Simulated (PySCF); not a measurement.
B(Br)2(Me) (CH3BBr2), SMILES BrB(Br)C.

Coordinates come from a B3LYP-D3(BJ)/def2-SVP optimisation.

Two levels are set side by side: TDA-PBE/def2-SVPD (PySCF) and TDA-M06-2X/def2-SVPD (PySCF). Vertical, same geometry. The lowest singlet is HOMO→LUMO 100 % with PBE and HOMO→LUMO 99 % with the other functional; states are paired by order. Differences are taken from unrounded values.

| quantity | TDA-M06-2X | TDA-PBE | TDA-PBE minus TDA-M06-2X |
|---|---|---|---|
| lowest singlet excitation (eV) | 5.24 | 4.47 | -0.78 |
| lowest triplet excitation (TDA) (eV) | 5.13 | 4.31 | -0.82 |
| first bright state (f over 0.05) (eV) | 6.27 | 5.59 | -0.68 |
| its oscillator strength | 0.17 | 0.15 | -0.02 |

A lower first singlet is the usual sign of a functional without exact exchange. Differences between two approximate levels are no errors against the true value.

Rough cost on one machine, each run with all the roots and properties that it gave: TDA-M06-2X against TDA-PBE about 9 times.
